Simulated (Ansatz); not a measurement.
`O[SiH]([SiH3])[GaH2]` + `C=N` → `C=[N][GaH2]` + `O[SiH2][SiH3]` at 298.15 K and 1 bar (cleavage of the Ga–Si bond).

Calculated with Ansatz (gas phase, PBE0-D4/def2-TZVP geometries, no zero-point term in ΔE). CCSD(T)/CBS is the MP2 limit (def2-TZVPP, def2-QZVPP) plus CCSD(T) − MP2 in def2-TZVPP, frozen cores. This one scheme is used for every species. For Ga outer-core shells are correlated without core-valence functions, which leaves a few kJ/mol of doubt a bond. Scalar relativity is left out up to krypton. One conformer a species, not always the lowest.

```csv
species,CCSD(T)/CBS energy (Eh),H − E (kJ/mol),S (J/(mol·K))
`O[SiH]([SiH3])[GaH2]`,-2581.49785,186.3,396.3
`C=N`,-94.52360,115.3,227.0
`C=[N][GaH2]`,-2019.05960,128.5,300.4
`O[SiH2][SiH3]`,-656.96789,164.6,321.1
```

H − E and S are ideal-gas, rigid-rotor, harmonic terms from PBE0-D4/def2-TZVP, for one conformer and one mirror image of each species. 1 Eh = 2625.50 kJ/mol, R = 8.31446 J/(mol·K).

**Question.** By hand: ΔE, ΔH, ΔS and ΔG.

**Answer.** ΔE = (-2019.05960) + (-656.96789) − (-2581.49785) − (-94.52360) = -0.00604 Eh = -15.9 kJ/mol. Δ(H − E) = 128.5 + 164.6 − 186.3 − 115.3 = -8.5, so ΔH = -24.4 kJ/mol. ΔS = 300.4 + 321.1 − 396.3 − 227.0 = -1.8 J/(mol·K). ΔG = -24.4 − 298.15 × (-1.8)/1000 = -23.9 kJ/mol.

**Question.** By hand: the equilibrium constant, and the temperature at which ΔG would vanish if ΔH and ΔS stayed fixed.

**Answer.** log₁₀ K = −ΔG/(RT ln 10) = 4.2. ΔG = 0 at ΔH/ΔS = 13556 K, far beyond where these terms or the molecules hold.

The number of gas molecules stays the same, so ΔS is small and ΔH decides. A doubt of 5 kJ/mol in ΔE shifts log₁₀ K by 0.9 here. Other conformers and mirror images would add mixing entropy, several J/(mol·K) or more a flexible species. These are equilibria of isolated gas molecules and say nothing of rates. Largest T1 diagnostic: 0.017 (customary marks: 0.02 for closed shells, 0.045 for open ones).
